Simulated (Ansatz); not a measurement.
Coupled-cluster diagnostics for WSe₂⁺, Ansatz.

Geometry of the doublet (PBE0-D4/def2-TZVP):

```csv
atom,x (Å),y (Å),z (Å)
W1,0.478,1.098,0.680
Se2,-0.980,0.129,-0.914
Se3,0.502,-1.227,0.234
```

In the def2 sets W takes a core potential; there is no spin–orbit coupling. Correlated methods freeze 18 core orbitals; core or outer-core shells of W, Se are correlated, in sets that lack core-valence functions. The structure comes from a short search, and lower isomers may exist.

Geometry of the charge 1 quartet (PBE0-D4/def2-TZVP):

| atom | x (Å) | y (Å) | z (Å) |
| --- | --- | --- | --- |
| W1 | 0.667 | 1.214 | -0.329 |
| Se2 | -0.405 | -0.868 | -0.945 |
| Se3 | -0.262 | -0.346 | 1.274 |

Problem. Estimate the CCSD(T) correlation energy, the shares of MP2 and (T), T1 and the reference's ⟨S²⟩ for: charge 1, doublet, own geometry in def2-TZVP; charge 1, quartet, own geometry in def2-TZVP; and the rough time on 4 threads of Intel Xeon Platinum 8488C on a shared host.

Solution. 
| state | basis | correlation (eV) | MP2 share (%) | (T) share (%) | T1 | ⟨S²⟩ (pure) | wall time | remarks |
| --- | --- | --- | --- | --- | --- | --- | --- | --- |
| charge 1, doublet, own geometry | def2-TZVP | -23.221 | 93.7 | 5.3 | 0.051 | 2.60 (0.75) | 75 s | flagged by the program, large T1, spin-contaminated |
| charge 1, quartet, own geometry | def2-TZVP | -22.330 | 95.1 | 4.6 | 0.035 | 4.76 (3.75) | 16 s | spin-contaminated |
Customary marks for T1 are 0.02 (closed shells), 0.045 (open shells) and about 0.05 (3d metals). T1 exceeds 0.02 in 2 of 2 rows and 0.045 in 1; the higher it lies, the less the single-reference result can be trusted.
